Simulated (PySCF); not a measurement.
A structure optimised at PBE0-D3(BJ)/def2-SVP, used in a PySCF frequency run:

```
N
H 1 1.0202
C 1 1.3371 2 130.73
N 3 1.3238 1 110.67 2 180.00
C 4 1.3238 3 105.34 1 0.00
N 5 1.3371 4 110.67 3 0.00
H 6 1.0202 5 130.73 4 180.00
H 3 1.0919 4 126.63 5 180.00
H 5 1.0919 4 126.63 3 180.00
```
Charge +1, spin multiplicity 1.

Write its SMILES, formula and point group.

c1nc[nH+][nH]1, C2H4N3, C2v

What are its rotational constants (standard atomic weights)?

9.8953, 9.5451, 4.8585 GHz
